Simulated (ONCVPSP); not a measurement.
**Be, ONCV: configuration errors across variants**

```json
{
  "Element": "Be (Z = 4)",
  "Generator": "ONCVPSP 4.0.1",
  "Type": "optimised norm-conserving Vanderbilt (ONCV)",
  "Functional": "LDA (Perdew-Zunger)",
  "Relativity": "scalar-relativistic",
  "Frozen core": "[He]",
  "Valence charge": "2",
  "Reference configuration": "2s2",
  "Partial waves": "2s: rc 1.70 bohr, ncon 3, nbas 7, qcut 4.8 1/bohr, 1 projector; p scattering state at 0.31 Ha: rc 1.65 bohr, ncon 3, nbas 6, qcut 4.3 1/bohr, 2 projectors, debl 0.6 Ha; d scattering state at 0.07 Ha: rc 1.70 bohr, ncon 4, nbas 7, qcut 5.5 1/bohr, 2 projectors, debl 2 Ha",
  "Local potential": "polynomial inside 1.45 bohr (lpopt 5, dvloc0 2 Ha)",
  "Core correction": "Teter function, fcfact 3.5, rcfact 1.3"
}
```

In the p channel the program set the typed energies aside and used 0.050, 0.650 Ha.

All-electron excitation energies from the reference (eV): (1) 2s1 9.520; (2) 2s1.5 3.752; (3) 2s1 2p1 3.519; (4) 2s0 2p1 13.334.

Errors AE − PS in meV (a dash: test not solved or not reliable):

```tsv
change	(1)	(2)	(3)	(4)	bound ghosts	GHOST(+) flags above zero
base	+12	+2.0	+3.3	+15	none	none
all radii but the core radius scaled by about 0.79 (s 1.34, p 1.30, d 1.34 bohr); local potential polynomial inside 1.14 bohr (lpopt 5, dvloc0 2 Ha)	+11	+1.4	+3.0	+18	none	p
all radii but the core radius scaled by about 0.84 (s 1.42, p 1.38, d 1.42 bohr); local potential polynomial inside 1.20 bohr (lpopt 5, dvloc0 2 Ha)	+12	+1.8	+3.6	+19	none	none
all radii but the core radius scaled by about 0.90 (s 1.54, p 1.48, d 1.54 bohr); local potential polynomial inside 1.30 bohr (lpopt 5, dvloc0 2 Ha)	+12	+1.9	+3.7	+18	none	none
all radii but the core radius scaled by about 0.95 (s 1.62, p 1.58, d 1.62 bohr); local potential polynomial inside 1.38 bohr (lpopt 5, dvloc0 2 Ha)	+12	+2.0	+3.5	+17	none	none
all radii but the core radius scaled by about 1.09 (s 1.84, p 1.80, d 1.84 bohr); local potential polynomial inside 1.58 bohr (lpopt 5, dvloc0 2 Ha)	+11	+1.9	+2.6	+10	none	none
all radii but the core radius scaled by about 1.14 (s 1.94, p 1.90, d 1.94 bohr); local potential polynomial inside 1.66 bohr (lpopt 5, dvloc0 2 Ha)	+9.8	+1.5	+2.0	+5.8	none	none
all radii but the core radius scaled by about 1.27 (s 2.16, p 2.10, d 2.16 bohr); local potential polynomial inside 1.84 bohr (lpopt 5, dvloc0 2 Ha)	+10	+1.8	+0.7	-5.0	none	none
all radii but the core radius scaled by about 1.32 (s 2.24, p 2.18, d 2.24 bohr); local potential polynomial inside 1.92 bohr (lpopt 5, dvloc0 2 Ha)	+9.7	+1.6	+0.1	-9.5	none	none
```

(1) Give the same row for: all radii but the core radius scaled by about 1.19 (s 2.02, p 1.96, d 2.02 bohr); local potential polynomial inside 1.72 bohr (lpopt 5, dvloc0 2 Ha).

## Answers

(1) +12, +2.1, +1.6, +2.3; bound ghosts: none; GHOST(+) flags above zero: none.
